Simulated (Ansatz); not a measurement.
```xyz
5

O    -0.5875    0.2371    1.2519
Ge   -0.7849    0.9288   -0.3869
O     0.3971   -0.0131   -1.3457
H     0.0545   -0.4664    1.3829
H     0.9207   -0.6864   -0.9022
```

Charge 0, multiplicity 1.

(1) List the CAM-B3LYP/def2-TZVPP orbital energies in eV (the Gaussian-basis code of Ansatz). (Estimate.)

Results:

(1) The calculation gave: Occupied: -10852.55, -1356.68, -1207.69, -1207.63, -1207.60, -522.48, -522.48, -171.52, -121.92, -121.78, -121.66, -35.52, -35.45, -35.41, -35.31, -35.19, -29.36, -28.61, -17.25, -15.52, -13.06, -11.52, -10.71, -10.57, -9.30. Lowest empty: -0.50, 1.21, 1.65, 3.32, 4.11, 7.32, 7.70, 8.14.
